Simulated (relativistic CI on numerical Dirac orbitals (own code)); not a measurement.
## Slater and spin-orbit integrals, Hg XLVIII

These numbers are calculated, not measured: Dirac-Coulomb-Breit CI, KLI orbitals optimised for each configuration, QED by a radiative potential, unscaled Slater integrals (own radial code, finite nucleus).

Slater integrals F^k, G^k are unscaled and averaged over j, outside the closed core [Ar] 3d10; ζ comes from projecting the Hamiltonian with its Breit term on Σ l·s of the shell.

- 4s2 4p3: F^2(4p,4p) = 277970, ζ(4p) = 783730 cm⁻¹; <r>(4p) = 0.3646, <r^2>(4p) = 0.1507 (bohr units).
- 4s 4p4: F^2(4p,4p) = 277930, G^1(4s,4p) = 363700, ζ(4p) = 783310 cm⁻¹; <r>(4s) = 0.355, <r^2>(4s) = 0.1419, <r>(4p) = 0.3647, <r^2>(4p) = 0.1508 (bohr units).
- 4s2 4p2 4d: F^2(4p,4p) = 277900, ζ(4p) = 784600, F^2(4p,4d) = 274700, G^1(4p,4d) = 337490, G^3(4p,4d) = 217210, ζ(4d) = 98656 cm⁻¹; <r>(4p) = 0.3647, <r^2>(4p) = 0.1508, <r>(4d) = 0.3614, <r^2>(4d) = 0.1494 (bohr units).

Averages of the first 10 configurations, taken without configuration mixing, which lowers the lowest level and can move excited configurations by several eV; other configurations of the list can lie among them:

```json
{"Configuration": "4s2 4p3", "Parity": "odd", "States": "20", "Average energy above the lowest level (eV)": "148.5"}
{"Configuration": "4s 4p4", "Parity": "even", "States": "30", "Average energy above the lowest level (eV)": "366.9"}
{"Configuration": "4s2 4p2 4d", "Parity": "even", "States": "150", "Average energy above the lowest level (eV)": "396.7"}
{"Configuration": "4p5", "Parity": "odd", "States": "6", "Average energy above the lowest level (eV)": "597.7"}
{"Configuration": "4s 4p3 4d", "Parity": "odd", "States": "400", "Average energy above the lowest level (eV)": "609.7"}
{"Configuration": "4s2 4p2 4f", "Parity": "odd", "States": "210", "Average energy above the lowest level (eV)": "614.2"}
{"Configuration": "4s 4p3 4f", "Parity": "even", "States": "560", "Average energy above the lowest level (eV)": "827.5"}
{"Configuration": "4p4 4d", "Parity": "even", "States": "150", "Average energy above the lowest level (eV)": "835.0"}
{"Configuration": "4s 4p2 4d2", "Parity": "even", "States": "1350", "Average energy above the lowest level (eV)": "856.0"}
{"Configuration": "4s2 4p 4d 4f", "Parity": "even", "States": "840", "Average energy above the lowest level (eV)": "863.3"}
```
